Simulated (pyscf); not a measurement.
H₂N–B(F)–F, singlet

Gas-phase minimum from PySCF at ωB97X-D3(BJ)/def2-SVP, one conformer. 

```xyz
6

N     -0.4247     0.3354     0.1249
B     -1.5666    -0.3978    -0.2176
F     -1.6130    -1.7216    -0.0504
F     -2.6480     0.2007    -0.7233
H      0.4034    -0.1014     0.5061
H     -0.3692     1.3379     0.0068
```
Charge 0, spin multiplicity 1.

Bond lengths (Å): N1–B2 1.400, N1–H5 1.011, N1–H6 1.011, B2–F3 1.335, B2–F4 1.335. Angles (°): B2–N1–H5 122.3, B2–N1–H6 122.4, H5–N1–H6 115.3, N1–B2–F3 121.1, N1–B2–F4 121.2, F3–B2–F4 117.6.

Properties at ωB97X-D3(BJ)/def2-SVP:

| Quantity | Result |
|---|---|
| Harmonic wavenumbers, unscaled | 379, 423, 478, 543, 670, 874, 893, 1443, 1448, 1615, 3661, 3771 cm⁻¹ |
| Zero-point energy | 23.2 kcal/mol |
| Rotational symmetry number | 2 |
| Entropy of this conformer at 298 K and 1 atm, rigid rotor and harmonic oscillator, modes under 100 cm⁻¹ raised to 100 | 271.9 J/(mol K) |
| Dipole moment | 2.78 D |

Single-point totals, which compare only within one level (frozen core for MP2 and CC):

| level | total energy (hartree) |
|---|---|
| ωB97X-D3(BJ)/def2-TZVP | -280.83385 |
| PBE/def2-TZVP | -280.49177 |
| r²SCAN/def2-TZVP | -280.66186 |
| B3LYP-D3(BJ)/def2-TZVP | -280.80165 |
| PBE0-D3(BJ)/def2-TZVP | -280.50280 |
| M06-2X/def2-TZVP | -280.69494 |
| ωB97M-D3(BJ)/def2-TZVP | -280.84927 |
| HF/def2-TZVPP | -279.48486 |
| MP2/def2-TZVPP | -280.28741 |
| CCSD/def2-TZVPP | -280.29805 |
| CCSD(T)/def2-TZVPP | -280.32339 |

The CCSD(T) − MP2 part came from Ansatz, without density fitting, on the same reference.
